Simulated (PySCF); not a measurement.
## From computed data to an observable: chemical shift, span and skew from a shielding tensor

CH9FOSi3, SMILES C[SiH2][SiH2]O[SiH2]F. Atoms are numbered in the order given.

```xyz
15

C      3.2563     1.1630    -0.3018
Si     1.5633     0.4084    -0.6640
Si     0.2629     0.4241     1.2967
O     -1.2528    -0.2482     1.0308
Si    -2.2298    -0.8361    -0.1468
F     -1.3594    -0.9398    -1.5193
H      3.1619     2.2038     0.0465
H      3.8823     1.1663    -1.2083
H      3.7893     0.5909     0.4740
H      0.8595     1.1960    -1.7234
H      1.7128    -1.0010    -1.1421
H      0.9295    -0.3550     2.3857
H      0.0761     1.8221     1.7974
H     -2.6847    -2.2024     0.2066
H     -3.3567     0.0948    -0.4016
```
Charge 0, spin multiplicity 1.

Geometry: r2SCAN-D4/def2-SVP. The structure was generated by enumeration, and PubChem lists no compound with its InChIKey, so it may never have been made. Other conformers were not sampled.

GIAO shieldings from PBE/pcSseg-1 (PySCF), non-relativistic, no solvent. The symmetric part of the tensor of C1 has the principal values 186.9, 191.5, 197.0 ppm. The same nucleus in TMS has σ = 182.0 ppm at this level (PySCF, at its B3LYP-D3(BJ)/def2-TZVP geometry).

**Question.** Work out the isotropic shielding, the ¹³C shift against TMS, the span and the skew.

**Answer.** 
σ(iso) = (σ11 + σ22 + σ33)/3 = 191.8 ppm. δ = σ(ref) − σ(iso) = 182.0 − (191.8) = -9.8 ppm.
Span Ω = σ33 − σ11 = 10.1 ppm. Skew κ = 3(σ(iso) − σ22)/Ω = 0.09. Tumbling in solution averages the tensor to δ; in a static solid the shielding alone would spread this spin-1/2 line over Ω.
